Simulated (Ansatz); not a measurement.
A structure relaxed at r2SCAN-D4/def2-SVP in Ansatz, charge 0, singlet:

```xyz
7

Ni   -0.583    1.099    1.531
Ni   -0.328   -1.930   -0.250
Ni    0.285    1.086   -1.803
Si   -1.074    0.136   -0.383
Si    1.156    1.350    0.226
Si   -0.783   -1.043    1.661
Si    1.328   -0.698   -0.981
```

Task: Give its formula and point group.

Result: the cluster Si₄Ni₃ (the lowest singlet isomer of a short search). Point group Cs (tolerance 0.1 Å).

Task: Summarise the bond lengths by kind (pairs closer than 1.2 times the sum of covalent radii, bridged metal pairs left out).

Result: 9 × Ni–Si 2.16 to 2.22 Å; 4 × Si–Si 2.38 to 2.61 Å.

The restricted singlet is unstable towards broken spin symmetry in Hartree–Fock (as tested in another run); at r2SCAN-D4/def2-SVP this wasn't settled. The relaxation made no stability test and no search for a lower SCF solution. At r2SCAN-D4/def2-SVP a triplet of charge 0 lies 0.56 eV below the restricted singlet, each at its own geometry. The structure comes from a short search, and lower isomers may exist.
